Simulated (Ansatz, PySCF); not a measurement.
This triplet is an excited state, 1.05 eV above the relaxed singlet at the level B3LYP/cc-pVTZ // PBE0-D3(BJ)/def2-TZVP (Ansatz, a first-principles code).

**C2H2Si, SMILES `C#C[SiH]` (excited triplet) (charge 0, multiplicity 3)**

These are PBE0-D3(BJ)/def2-TZVP (PySCF) values and carry that method's errors.

| Quantity | Value |
|---|---|
| highest occupied spin orbital | -5.55 eV |
| dipole moment | 0.39 D |
| total energy | -9974.65 eV |
| cost | around 40 core-seconds (rough) |

Bonds (Å): C1–C2 1.216, C1–H4 1.066, C2–Si3 1.777, Si3–H5 1.485. Angles (°): C2–C1–H4 178.9, C1–C2–Si3 174.8, C2–Si3–H5 118.7.
Charge 0, spin multiplicity 3.
